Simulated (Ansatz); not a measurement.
Relaxation of BrClFH4O3Ta (11 atoms, charge 0, multiplicity 1), to a largest force component of 0.03 eV/Å in at most 50 steps.

These are results of RHF/def2-SVP in Ansatz 0.2.0, not measurements.

```xyz
11
Properties=species:S:1:pos:R:3
Ta -0.639 0.362 -0.126
F 2.279 -0.725 -0.438
O 0.036 0.099 1.632
H 0.720 0.522 2.134
O -0.197 0.017 -1.903
H 0.215 -0.557 -2.538
Cl -2.569 1.633 -0.064
O -1.419 -1.340 0.071
H -1.515 -1.899 0.829
Br 1.071 2.384 -0.176
H 2.602 0.125 -0.500
```

Task: Where does it end, and by what steps?

Result: It converged. After 16 steps the energy has fallen by 0.173 eV; H6 moved furthest, 0.98 Å. Joined: Ta1–F2 (3.13 → 2.48 Å).

```csv
step,energy less start (eV),largest force component (eV/Å),accepted
0,0.0000,0.296,yes
1,-0.0126,0.194,yes
2,-0.0255,0.228,yes
3,-0.0429,0.541,yes
4,-0.0636,0.666,yes
5,-0.0875,0.671,yes
6,-0.0849,1.098,no
7,-0.1097,0.543,yes
8,-0.1335,0.347,yes
9,-0.1574,0.235,yes
10,-0.1695,0.081,yes
11,-0.1689,0.369,no
12,-0.1715,0.178,yes
13,-0.1710,0.140,no
14,-0.1721,0.132,yes
15,-0.1721,0.040,no
16,-0.1728,0.025,yes
```

```xyz
11
Properties=species:S:1:pos:R:3
Ta -0.494 0.217 -0.141
F 1.687 -0.970 -0.172
O -0.026 0.448 1.679
H 0.514 0.978 2.242
O -0.313 0.065 -2.004
H 0.108 0.382 -2.786
Cl -2.469 1.425 -0.107
O -1.068 -1.540 0.127
H -1.094 -2.154 0.846
Br 1.432 2.077 -0.468
H 2.309 -0.309 -0.296
```

Whether the end is a true minimum wasn't checked by a vibrational analysis.

The run took 42 s on 4 threads of Arm Neoverse V2, on a shared host, peak memory 0.53 GiB.
